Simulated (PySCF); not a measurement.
## Computed properties of C₃H₈BFO, SMILES C(B(F)CO)C

C3H8BFO, SMILES CCB(F)CO. Geometry: r2SCAN-D4/def2-SVP. The structure was generated by enumeration, and PubChem lists no compound with its InChIKey, so it may never have been made. Other conformers were not sampled. All values are computed for the isolated molecule unless a solvent is named; none is compared with measurement here.

**Structure.** All 36 harmonic modes at r2SCAN-D4/def2-SVP (PySCF) are real, so it is a minimum. With heavy atoms numbered as in [CH3:1][CH2:2][B:3]([F:4])[CH2:5][OH:6], the shortest bond between them is B3–F4 at 1.340 Å and the longest B3–C5 at 1.575 Å.

**Vibrations.** The strongest infrared lines (harmonic, unscaled, degenerate partners summed) lie at 1358 cm⁻¹ (146 km/mol, H 43 %, B 28 %, C 22 %), 264 cm⁻¹ (137 km/mol, H 81 %, O 10 %), 1252 cm⁻¹ (87 km/mol, H 46 %, B 26 %, C 16 %, F 11 %). The softest mode is at 57 cm⁻¹ and the zero-point energy is 71.0 kcal/mol.

**Electronic structure.** r2SCAN/def2-TZVP (PySCF) places the frontier levels at -6.32 and -0.80 eV, a gap of 5.52 eV, and gives a dipole moment of 1.45 D and a mean polarisability of 55.0 bohr³. PBE/def2-TZVP (PySCF) at the same geometry gives -5.99 and -1.20 eV, so its gap is 0.73 eV narrower. An orbital gap is neither the optical nor the fundamental gap.

**Excitations.** TDA-PBE0/def2-SVPD (PySCF) has S1 at 5.87 eV (211 nm, f = 0.004, weak); the most intense of the 10 singlets computed lies at 8.42 eV (f = 0.05). T1 (TDA) is at 5.38 eV, 0.49 eV under S1. TDA-PBE/def2-SVPD (PySCF) puts S1 at 4.96 eV. No vertical singlet excitation falls in the visible range (under 3.1 eV).

**NMR.** GIAO shifts at PBE0/pcSseg-1 (PySCF) (non-relativistic, atoms alike by connectivity averaged): ¹³C from 9.0 to 62.4 ppm against TMS; ¹H from -0.3 to 3.8 ppm against TMS; ¹⁹F at -38.1 ppm against CFCl3; ¹¹B at 51.5 ppm against BF3.
